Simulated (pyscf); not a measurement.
PySCF, gas phase, ωB97X-D3(BJ)/def2-SVPD geometries. MP2 and CC: frozen core, UHF for open shells. ΔMP2 is the change of the MP2 total energy from the triple- to the quadruple-zeta basis.

For H₂C=C⁻–CH₃ (SMILES C=[C-]C) → H₂C=CH–CH₂⁻ (SMILES C=C[CH2-]), a hydrogen shift (singlet surface; C–H broken, C–H formed), PBE/def2-TZVPD gives ΔE‡ = 1.64 eV and ΔE = -0.73 eV (zero: the reactant's lowest minimum found). In which direction and how far do B3LYP-D3(BJ)/def2-TZVPD, PBE0-D3(BJ)/def2-TZVPD, CCSD(T)/def2-TZVPPD + ΔMP2(QZVPPD) move these?

B3LYP-D3(BJ): ΔE‡ = 1.89 eV, ΔE = -0.73 eV; PBE0-D3(BJ): ΔE‡ = 1.80 eV, ΔE = -0.75 eV; CCSD(T): ΔE‡ = 1.99 eV, ΔE = -0.61 eV. PBE's barrier lies under all of them, by 0.16 to 0.35 eV. Its reaction energy lies among theirs. Low barriers are usual for a GGA, whose delocalisation error favours stretched bonds. One saddle was located; it need not be the lowest between these sides. The CCSD(T) − MP2 part came from Ansatz, without density fitting, on the same reference.
